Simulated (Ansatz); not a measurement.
Basis-set extrapolation for C2H3FSSi, SMILES `FC1=CS[SiH2]1` (PBE0-D4/def2-TZVP geometry, frozen core, Ansatz). Multiplicity 1, RHF reference.

|  | def2-TZVPP | def2-QZVPP |
| --- | --- | --- |
| HF | -863.447866 | -863.475598 |
| MP2 correlation | -0.844608 | -0.913644 |
| CCSD(T) correlation | -0.920447 | not run |

Energies in hartree. Use E(X) = E(∞) + A·exp(−7.88·√X) for Hartree–Fock and E(X) = E(∞) + B·X^(−2.97) for correlation, with X = 3 and 4, and add CCSD(T) minus MP2 of the smaller set to the MP2 limit.

Problem. What is the CCSD(T) energy at the basis-set limit?

Solution. HF limit: -863.475598 + (-0.027732) × 0.13774 = -863.47942. MP2 limit: -0.913644 + (-0.069036) × 0.74074 = -0.96478. Higher-order term: -0.920447 − (-0.844608) = -0.07584. Total: -864.52004 hartree, 4.13 eV below CCSD(T)/def2-TZVPP.
